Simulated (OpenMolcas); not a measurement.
## Co2+: ligand-field states by method

Co2+ with its 6 nearest fluoride ions at 2.041 Å, on the Li site of LiF (a = 4.028 Å, distance in the model lattice 2.014 Å). The rest of the host is ab initio model potentials to 7.6 Å and point charges beyond; the distance is set by hand and nothing relaxes, and no local charge compensation is placed. Ligand basis ANO-RCC-VDZP.
```
Co    0.0000    0.0000    0.0000
F     2.0410    0.0000    0.0000
F     0.0000    2.0410    0.0000
F    -2.0410    0.0000    0.0000
F     0.0000   -2.0410    0.0000
F     0.0000    0.0000    2.0410
F     0.0000    0.0000   -2.0410
```

- Program: OpenMolcas
- Basis: ANO-RCC-VTZP [6s5p3d2f1g]
- Scalar Hamiltonian: DKH2, point nucleus
- Active space: 7 electrons in 5 orbitals (3d)
- State averaging: 2S+1 = 4 even, 10 roots; 2S+1 = 2 even, 40 roots
- Spin-orbit coupling: RASSI with atomic mean-field integrals over the reference wave functions

I. CASSCF
II. SS-CASPT2, IPEA 0.25 Eh, imaginary shift 0.1 Eh (closed shells correlated: 3s 3p and the ligand valence shells)

Spin-free states (labels of O, the rotations of Oh) in cm-1, each column counted from its own energy of the first state listed:

| State | Degeneracy | I | II |
| --- | --- | --- | --- |
| 4T1 | 3 | 0 | 0 |
| 4T2 | 3 | 6692 | 8910 |
| 2E | 2 | 14440 | 10780 |
| 4A2 | 1 | 14580 | 18640 |
| 2T1 | 3 | 19930 | 16610 |
| 2T2 | 3 | 20225 | 17220 |
| 4T1 | 3 | 23695 | 21710 |
| 2A1 | 1 | 24776 | 22660 |
| 2T1 | 3 | 25784 | 20260 |
| 2T2 | 3 | 28746 | 25710 |
| 2T1 | 3 | 29477 | 27810 |
| 2E | 2 | 31570 | 28970 |
| 2T2 | 3 | 34776 | 32270 |
| 2T1 | 3 | 35425 | 34540 |
| 2E | 2 | 35456 | 35050 |
| 2T2 | 3 | 46749 | 39160 |
| 2T1 | 3 | 47915 | 41900 |
| 2A2 | 1 | 48674 | 42090 |
| 2E | 2 | 72128 | 62270 |
| 2T2 | 3 | 72295 | 62030 |

From I to II, I's first state of the same spin (4T2) moves from 6692 to 8910 cm-1, by about +2200 cm-1.

From I to II, I's first state of another spin (2E) moves from 14440 to 10780 cm-1, by about -3700 cm-1.

I: A least-squares ligand-field fit to the states below 45000 cm-1, each weighted by its degeneracy and with a free common offset, gives 10Dq = 7592 cm-1, B = 1208 cm-1 and C = 4452 cm-1 (C/B = 3.69), with an rms deviation of 106 cm-1. The same method and metal basis give the free ion B = 1229 cm-1 (fit to its terms below 60000 cm-1, rms deviation 20 cm-1), so the nephelauxetic ratio is β = 1208 / 1229 = 0.98; it hangs on how both fits weigh the states, and computed free-ion B values tend to be too large, so β mixes covalency with correlation.

χT at 300 K: I 3.55, II 3.49 cm3 K/mol.

Roots that are degenerate in the reference are averaged as groups; the widest CASPT2 spread within a group is 140 cm-1 (the 2-fold group of multiplicity 2 near 29000 cm-1 above the lowest state of its run, II). Shifts and gaps below about the spread of the groups concerned are not significant. Over all roots computed the reference weight is 0.73 to 0.75 in II; a low but even weight reflects the number of correlated electrons. An orbital triplet at a regular site is open to Jahn-Teller coupling, which can distort the site and quench the lowest spin-orbit gaps and is left out. Ligand-to-metal charge-transfer states are missing. Without dynamic correlation the repulsion within the d shell is too large (B by tens of per cent), so at a given field states of lower spin stand too high (holds for I). With no ligand orbital active B as a rule stays too high, so bands that hang on it stand too high and its fall with covalency is understated (holds for I). With metal d orbitals alone and no dynamic correlation 10Dq can be off by a tenth to a fifth, either way, in oxide and fluoride hosts (holds for I). A single d shell leaves out the double-shell effect, which counts most for late 3d ions, where the CASPT2 field can be off either way by tens of per cent (holds for II). These CASPT2 states fit no ligand-field parameters well, so their order and spin gaps are uncertain (holds for II). For late 3d ions with one d shell CASPT2 can put B and the spin-flip bands somewhat low as well as high (holds for II). With one d shell and no ligand orbital active, 10Dq can be off by tens of per cent for divalent 3d ions, low with halides held by bare charges and at times high in hosts (holds for II). Free-ion shares, where given, are those of the reference states; single-state CASPT2 does not remix them (holds for II). No measured value stands beside these numbers; the geometry was set by hand and not optimised.
